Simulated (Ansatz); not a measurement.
Cartesian coordinates in Å:
```
F 0.6113 -0.4172 1.8787
C 0.4715 0.6124 1.0430
F -0.6092 1.2977 1.4176
F 1.5330 1.4124 1.2087
C 0.4049 0.1754 -0.4036
C -0.7490 -0.7325 -0.7665
F -0.6716 -1.0378 -2.0684
F -0.7288 -1.8780 -0.0843
F -1.9335 -0.1560 -0.5600
H 1.3325 -0.3458 -0.6414
H 0.3388 1.0695 -1.0238
```

The species carries charge 0 and has multiplicity 1.

List the CAM-B3LYP/def2-TZVPP orbital energies in eV (the Gaussian-basis code of Ansatz). (Estimate.)

Ansatz gave: Occupied: -675.04, -675.04, -675.03, -675.03, -675.03, -675.03, -286.38, -286.38, -280.68, -38.83, -38.69, -36.28, -36.23, -36.17, -36.16, -25.46, -22.11, -20.96, -19.16, -19.11, -19.08, -18.73, -18.38, -16.98, -15.80, -15.49, -15.37, -15.30, -15.08, -14.54, -14.14, -14.13, -13.83, -13.73, -13.67, -13.30, -12.78. Lowest empty: 1.89, 2.85, 3.80, 4.02, 4.56, 4.60, 5.00, 5.15.
